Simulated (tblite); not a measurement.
Compound: C7H6NO (doublet state).
Atom-mapped SMILES: `[H]/[N:1]=[CH:2]\[c:3]1[cH:4][cH:5][c:6]([O:7])[cH:8][cH:9]1` (hydrogens: H10 on N1; H11 on C2; H12 on C4; H13 on C5; H14 on C8; H15 on C9)

Geometry (GFN2-xTB, Å), atoms numbered from 1 in this order:
```
atom  x, y, z in Å
N1     3.0123   -0.6903   -0.1751
C2     2.1575    0.2094    0.0631
C3     0.7048    0.1307    0.0368
C4     0.0236   -1.0634   -0.2874
C5    -1.3345   -1.1177   -0.3085
C6    -2.1486    0.0491    0.0021
O7    -3.3800    0.0137   -0.0143
C8    -1.4108    1.2603    0.3327
C9    -0.0515    1.2830    0.3445
H10    2.6370   -1.6050   -0.4212
H11    2.5650    1.1833    0.3256
H12    0.5983   -1.9499   -0.5231
H13   -1.8607   -2.0275   -0.5560
H14   -1.9937    2.1384    0.5665
H15    0.4770    2.1939    0.5924
```

Method: GFN2-xTB as coded in tblite; computed harmonic values from a numerical Hessian at the method's own geometry, unscaled. Against measured fundamentals such values can be off by several per cent, at times by over 20. One conformer, not necessarily the lowest. Open shells enter through the occupations alone, without spin polarisation, and single modes of such species can be off by tens of per cent.

Harmonic wavenumbers (cm⁻¹): 42.7, 106.4, 217.3, 237.4, 331.1, 387.8, 414.3, 437.4, 548.3, 571.6, 601.9, 719.7, 750.6, 753.9, 835.4, 839.5, 904.0, 918.9, 960.7, 1042.1, 1096.9, 1144.7, 1167.3, 1204.8, 1215.4, 1292.7, 1355.6, 1388.6, 1410.3, 1477.7, 1542.8, 1585.9, 1653.0, 2997.0, 3052.7, 3062.7, 3096.2, 3098.8, 3320.2.

A = 5026, B = 1038, C = 860.2 MHz; mass 120.045 u (most abundant isotopes); point group Cs, symmetry number 1; spin multiplicity 2.

Question: What is the zero-point energy?

Answer: ½Σν̃ = 23892 cm⁻¹ = 285.81 kJ/mol.

Question: What is S at 400 K and 1 bar for an ideal gas of classical rigid rotors and harmonic oscillators?

Answer: Translation 174.68, rotation 123.59, vibration 116.96, spin (R ln 2) 5.76: S = 421.0 J/(mol K).

Question: And Cp and H(400 K) − H(0)?

Answer: Cp = 168.76 J/(mol K), of which vibrations give 135.50 (their classical limit is 39 R = 324.3); H(400 K) − H(0) = 38.88 kJ/mol without the zero-point energy, 25.57 from vibrations.

Question: Blend soft modes into free rotors: weight 1/[1 + (100 cm⁻¹/ν̃)⁴] for the oscillator and the rest for a rotor with moment μB/(μ + B), μ = h/(8π²ν), B = 10⁻⁴⁴ kg m². What vibrational entropy results?

Answer: 108.48 J/(mol K) in place of 116.96, which changes −T·S at 400 K by +3.39 kJ/mol.

Question: Which modes carry the vibrational entropy at 400 K?

Answer: 42.7 cm⁻¹: 23.90; 106.4 cm⁻¹: 16.35; 217.3 cm⁻¹: 10.57; 237.4 cm⁻¹: 9.88; 331.1 cm⁻¹: 7.34; 387.8 cm⁻¹: 6.19 J/(mol K); the other 33 give 42.73 together.

Question: How do the functions run with temperature in this model?

Answer: 
| T (K) | S (J/(mol K)) | Cp (J/(mol K)) | H − H(0) (kJ/mol) | G − H(0) (kJ/mol) | ln q(vib) |
| --- | --- | --- | --- | --- | --- |
| 100 | 279.7 | 60.0 | 4.58 | -23.40 | 1.12 |
| 200 | 331.8 | 95.2 | 12.29 | -54.07 | 2.72 |
| 300 | 377.6 | 133.4 | 23.72 | -89.57 | 4.49 |
| 500 | 461.9 | 198.2 | 57.28 | -173.68 | 8.32 |
| 800 | 569.1 | 256.1 | 126.34 | -328.91 | 14.11 |
| 1000 | 628.9 | 279.6 | 180.05 | -448.84 | 17.75 |

q(vib) and H(0) count from the zero-point level.

Hindered rotation and anharmonicity are outside this model. Other conformers, if any are populated, would add a mixing term that is left out.
